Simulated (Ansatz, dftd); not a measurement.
Species: CaCl$_{2}$, charge 0, singlet. CaCl2 (SMILES [Cl][Ca][Cl]).
B3LYP-D3(BJ)/def2-TZVP minimum from Ansatz (a quantum-chemistry and plane-wave program):
```xyz
3

Ca     0.0000     0.0000     0.0000
Cl     0.0000     0.0000     2.4696
Cl     0.0000     0.0000    -2.4696
```

Property: atomisation energy (electronic, to ground-state atoms), in kcal/mol. Radicals and triplets start from unrestricted determinants; spin-orbit coupling is neglected. Correlated methods leave the cores frozen (noble-gas shells, and filled d and f shells in the p block). No relativity. CBS(X,Y): correlation extrapolated as X^-3, Hartree-Fock from the larger set. A bracket is a step between two methods taken in the basis named. For partners of very few electrons the exact lower level stands in for a higher one. The restricted determinant of Ca ([Ca], singlet) is unstable towards broken spin symmetry in at least one set run.

```tsv
level	program	atomisation energy (kcal/mol)
HF/def2-QZVPP	Ansatz	(withheld)
r2SCAN/def2-TZVPD	Ansatz	225.0
PBE0-D4/def2-TZVPD	Ansatz + dftd4	215.5
PBE0/def2-TZVPD	Ansatz	214.3
CCSDT(Q)/def2-TZVPP	Ansatz	(withheld)
CCSDTQ/def2-SVP	Ansatz	(withheld)
CCSD(T)/CBS(def2-TZVPP,def2-QZVPP) + [CCSDTQ - CCSD(T)]/def2-SVP	Ansatz	218.5
CCSD(T)/CBS(def2-TZVPP,def2-QZVPP) + [CCSDT(Q) - CCSD(T)]/def2-TZVPP + [CCSDTQ - CCSDT(Q)]/def2-SVP	Ansatz	218.2
```

Question: What belongs in the gaps?

Answer: 
- HF/def2-QZVPP, atomisation energy (kcal/mol): 175.5
- CCSDT(Q)/def2-TZVPP, atomisation energy (kcal/mol): 202.3
- CCSDTQ/def2-SVP, atomisation energy (kcal/mol): 192.5
